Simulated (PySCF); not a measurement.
Ligands exchanged one at a time, B Br-H. All species are isolated molecules in the gas phase. Strings in code marks are SMILES.

The brightest of the four lowest singlets (TDA) from two functionals at the same geometries (PBE0-D4/def2-TZVP), both in PySCF: PBE-D3(BJ)/def2-TZVP and PBE0-D4/def2-TZVP. Excitations are Tamm–Dancoff values on a coarser integration grid. The basis has no diffuse functions, so Rydberg states are missing or too high.

| species | PBE-D3(BJ)/def2-TZVP (eV) |
|---|---|
| 0 of 3 Br replaced by H (`BrB(Br)Br`) | 5.59 |
| 1 of 3 Br replaced by H | 5.64 |
| 2 of 3 Br replaced by H (`BBr`) | 6.25 |

Question: What does PBE0-D4/def2-TZVP give for each?

Answer: 
- 0 of 3 Br replaced by H (`BrB(Br)Br`): 6.03
- 1 of 3 Br replaced by H: 6.03
- 2 of 3 Br replaced by H (`BBr`): 6.56
Over these rows, drawn at random from the members with no instability flagged (it was tested for open shells, ions and some series alone), PBE minus PBE0-D4: mean -0.38 eV, from -0.44 eV to -0.31 eV.
